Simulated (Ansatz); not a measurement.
Reaction (ligand exchange at a Ge–C bond): `Cl[CH2][GeH]([Cl])[Cl]` + H₂Se → `[Cl][GeH]([Cl])[SeH]` + `CCl`

Gas-phase electronic energies from Ansatz, PBE0-D4/def2-TZVP geometries. CCSD(T)/CBS adds triple-zeta CCSD(T) − MP2 to the extrapolated MP2 energy (def2 sets, frozen cores). This one scheme is used for every species. Functionals use def2-TZVPP. For Ge, Se outer-core shells are correlated without core-valence functions, which leaves a few kJ/mol of doubt a bond. Scalar relativity is left out up to krypton. Each species was taken in one conformer, which may not be the lowest.

```json
{"level": "PBE-D4", "ΔE (kcal/mol)": "-18.9"}
{"level": "ωB97X-V", "ΔE (kcal/mol)": "-17.7"}
{"level": "CCSD(T)/def2-SVP", "ΔE (kcal/mol)": "-16.4"}
{"level": "CCSD(T)/def2-TZVPP", "ΔE (kcal/mol)": "-17.1"}
{"level": "MP2/def2-QZVPP", "ΔE (kcal/mol)": "-18.2"}
{"level": "SCS-MP2/def2-QZVPP", "ΔE (kcal/mol)": "-18.1"}
{"level": "HF/CBS(def2)", "ΔE (kcal/mol)": "-20.3"}
{"level": "MP2/CBS(def2)", "ΔE (kcal/mol)": "-18.4"}
```

(1) What does CCSD(T)/CBS give? (Best estimate.)

Largest T1 diagnostic among the species: 0.009.

## Answers

(1) Ansatz gave: -17.7 kcal/mol. The listed levels differ from it by -1.2, 0.0, 1.3, 0.6, -0.5, -0.4, -2.6, -0.7 kcal/mol.

Leaving LDA and LC-ωPBE aside and taking each functional with its dispersion term where it has one, the values, not all of them listed here, spread over 1.7 kcal/mol, from BHLYP-D4 to ωB97X-V. LDA lies +2.2 kcal/mol from PBE without D4. In def2-TZVPP, CCSD(T) changes the Hartree–Fock value by +3.1 kcal/mol (the triples alone add +0.1 kcal/mol) and MP2 by +2.4 kcal/mol. The D4 term adds +0.8 kcal/mol with B3LYP and +0.5 kcal/mol with PBE0; it sums over pairs of atoms, weighted by their polarisabilities, and B3LYP, whose exchange is more repulsive, gets the larger term.

B3LYP here is the variant with VWN-RPA as its local correlation; programs differ in this.
